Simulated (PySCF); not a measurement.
Ge(Cl)2(Vi)2, SMILES [CH]([Ge]([Cl])([Cl])[CH]=C)=C (C4H6Cl2Ge), singlet, PBE0/def2-SVP optimised geometry.

```
13

C      0.03    -3.40     2.31
C     -0.82    -2.80     1.47
Ge    -0.24    -1.69     0.00
Cl    -0.90    -2.60    -1.86
Cl     1.93    -1.69     0.00
C     -0.86     0.13     0.00
C     -1.58     0.65    -0.99
H      1.12    -3.29     2.20
H     -0.32    -4.02     3.14
H     -1.90    -2.93     1.59
H     -0.58     0.74     0.87
H     -1.86     0.07    -1.87
H     -1.93     1.69    -0.96
```

Density from PBE0/def2-TZVP (PySCF 2.14.0) at that geometry.

Minimum of the electron density along straight lines between bonded atoms, close to the bond critical point (lines longer than 1.1 times the sum of covalent radii, or with two minima, are not listed):

| bond | length / Å | ρ at the minimum / e bohr⁻³ | ∇²ρ there / e bohr⁻⁵ | position (fraction from the first atom) |
|---|---|---|---|---|
| C1–C2 | 1.335 | 0.348 | -1.05 | 0.50 |
| C2–Ge3 | 1.927 | 0.136 | 0.10 | 0.53 |
| Ge3–Cl4 | 2.167 | 0.103 | 0.16 | 0.43 |
| Ge3–Cl5 | 2.167 | 0.103 | 0.16 | 0.43 |
| Ge3–C6 | 1.927 | 0.136 | 0.10 | 0.47 |
| C6–C7 | 1.335 | 0.348 | -1.05 | 0.50 |
| C1–H8 | 1.095 | 0.280 | -0.99 | 0.65 |
| C1–H9 | 1.096 | 0.278 | -0.97 | 0.65 |
| C2–H10 | 1.097 | 0.275 | -0.94 | 0.65 |
| C6–H11 | 1.097 | 0.275 | -0.94 | 0.65 |
| C7–H12 | 1.095 | 0.280 | -0.99 | 0.65 |
| C7–H13 | 1.096 | 0.278 | -0.97 | 0.65 |
